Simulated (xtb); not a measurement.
Cl4Hf, charge -1, doublet, from a rough starting geometry (GFN-xTB shapes and energies of metal compounds can be far from the true ones) (the multiplicity is a formal guess); GFN2-xTB (xtb 6.7.1).

xtb was given this input:
```
$ xtb mol.xyz --gfn 2 --chrg -1 --uhf 1 --opt vtight --json

# file mol.xyz
5

Hf    -0.01481276    -0.00310809    -0.05019473
Cl     1.80395148    -0.59371453    -1.21714996
Cl     0.63930210     0.46223485     2.08412258
Cl    -1.03874347     1.81996314    -0.88874896
Cl    -1.50060528    -1.71914411     0.09402638
```

Output, abridged:

```
   ID    Z sym.   atoms
    1   72 Hf     1
    2   17 Cl     2-5

           -------------------------------------------------
          |                Calculation Setup                |
           -------------------------------------------------

           -------------------------------------------------
          |                 G F N 2 - x T B                 |
           -------------------------------------------------

          ...................................................
          :                      SETUP                      :
          :.................................................:
          :  # basis functions                  50          :
          :  # atomic orbitals                  45          :
          :  # shells                           15          :
          :  # electrons                        33          :
          :  max. iterations                   250          :
          :  Hamiltonian                  GFN2-xTB          :
          :  restarted?                      false          :
          :  GBSA solvation                  false          :
          :  PC potential                    false          :
          :  electronic temp.          300.0000000     K    :
          :  accuracy                    1.0000000          :
          :  -> integral cutoff          0.2500000E+02      :
          :  -> integral neglect         0.1000000E-07      :
          :  -> SCF convergence          0.1000000E-05 Eh   :
          :  -> wf. convergence          0.1000000E-03 e    :
          :  Broyden damping             0.4000000          :
          :  net charge                         -1          :
          :  unpaired electrons                  1          :
          ...................................................

 iter      E             dE          RMSdq      gap      omega  full diag
   1    -16.5946279 -0.165946E+02  0.239E+01    0.01       0.0  T
   2    -18.2377229 -0.164310E+01  0.175E+01    0.01       1.0  T
   3    -19.8107306 -0.157301E+01  0.962E+00    0.01       1.0  T
   4    -20.0429858 -0.232255E+00  0.687E+00    0.01       1.0  T
   5    -20.0803338 -0.373481E-01  0.502E+00    0.01       1.0  T
   6    -20.1748469 -0.945131E-01  0.921E-01    0.01       1.0  T
   7    -20.1774259 -0.257897E-02  0.603E-01    0.01       1.0  T
   8    -20.1792912 -0.186532E-02  0.363E-01    0.01       1.0  T
   9    -20.1801654 -0.874187E-03  0.153E-01    0.01       1.0  T
[...]
         :: total energy             -20.157087596058 Eh    ::
 * total energy  :   -20.1570876 Eh     change       -0.8733707E-09 Eh
 * total energy  :   -20.1580527 Eh     change       -0.9651363E-03 Eh
 * total energy  :   -20.1580832 Eh     change       -0.3046637E-04 Eh
 * total energy  :   -20.1580909 Eh     change       -0.7733013E-05 Eh
 * total energy  :   -20.1580916 Eh     change       -0.6235994E-06 Eh
 * total energy  :   -20.1580917 Eh     change       -0.1458674E-06 Eh
 * total energy  :   -20.1580918 Eh     change       -0.6781291E-07 Eh
   *** GEOMETRY OPTIMIZATION CONVERGED AFTER 7 ITERATIONS ***
         :: total energy             -20.158091769907 Eh    ::
[...]
       ...                                ...                  ...
        45                          0.7231116              19.6769
      -------------------------------------------------------------
                  HL-Gap            0.0000372 Eh            0.0010 eV
             Fermi-level           -0.2144269 Eh           -5.8349 eV

     #   Z          covCN         q      C6AA      α(0)
     1  72 Hf       2.922     0.657   153.002    26.630
     2  17 Cl       0.731    -0.414   112.399    16.216
     3  17 Cl       0.731    -0.414   112.399    16.216
     4  17 Cl       0.731    -0.414   112.400    16.216
     5  17 Cl       0.731    -0.414   112.399    16.216

 Mol. C6AA /au·bohr⁶  :       2947.961043
 Mol. C8AA /au·bohr⁸  :     197457.007778
 Mol. α(0) /au        :         91.495014

Wiberg/Mayer (AO) data.
largest (>0.10) Wiberg bond orders for each atom

 ---------------------------------------------------------------------------
     #   Z sym  total        # sym  WBO       # sym  WBO       # sym  WBO
 ---------------------------------------------------------------------------
     1  72 Hf   3.385 --     2 Cl   0.846     5 Cl   0.846     3 Cl   0.846
                             4 Cl   0.846
     2  17 Cl   1.018 --     1 Hf   0.846
     3  17 Cl   1.018 --     1 Hf   0.846
     4  17 Cl   1.018 --     1 Hf   0.846
     5  17 Cl   1.018 --     1 Hf   0.846
 ---------------------------------------------------------------------------

Topologies differ in total number of bonds
Writing topology from bond orders to xtbtopo.mol

molecular dipole:
                 x           y           z       tot (Debye)
 q only:        0.042       0.013      -0.009
   full:        0.042       0.013      -0.009       0.115
molecular quadrupole (traceless):
                xx          xy          yy          xz          yz          zz
 q only:       -0.032       0.004       0.017      -0.016       0.000       0.014
  q+dip:       -0.041       0.004       0.023      -0.022      -0.000       0.018
   full:       -0.034       0.004       0.019      -0.018       0.000       0.015

optimized geometry written to: xtbopt.xyz

           -------------------------------------------------
          | TOTAL ENERGY              -20.158091769907 Eh   |
          | GRADIENT NORM               0.000036180710 Eh/α |
          | HOMO-LUMO GAP               0.001013011255 eV   |
           -------------------------------------------------

normal termination of xtb
```
